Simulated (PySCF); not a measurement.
C5H4FO2 (charge -1).
SMILES: `C=C/C(F)=C\C(=O)[O-]`

Torsions of this conformer, `[CH2:1]=[CH:2]/[C:3]([F:4])=[CH:5]\[C:6](=[O:7])[O-:8]`: C1–C2–C3–F4 0°, C3–C5–C6–O7 0°.

The closed-shell ground state was solved at several levels (PySCF, density fitting, gas phase, non-relativistic). The structure is a single GFN2-xTB conformer in the gas phase; no vibrational or solvent corrections. No diffuse functions stand in pcSseg-1, which bears on an anion's orbital energies.

```tsv
level	basis functions	total energy (Eh)	HOMO (eV)	LUMO (eV)	gap (eV)
CAM-B3LYP/def2-SVPD	201	-442.7861	-3.62	3.58	7.20
PBE0/def2-SVPD	201	-442.4773	-2.12	2.53	4.65
```

What might PBE0/pcSseg-1 (156 basis functions) give for the same quantities?

Total energy -442.7320 Eh, HOMO -1.71 eV, LUMO 2.75 eV, gap 4.46 eV.

Over all these levels, which gives the widest orbital gap and which the narrowest?

CAM-B3LYP/def2-SVPD (range-separated hybrid) has the widest, 7.20 eV, and PBE0/pcSseg-1 (global hybrid, 25 % exact exchange) the narrowest, 4.46 eV. Functional and basis both differ between the two, so the spread mixes both effects.
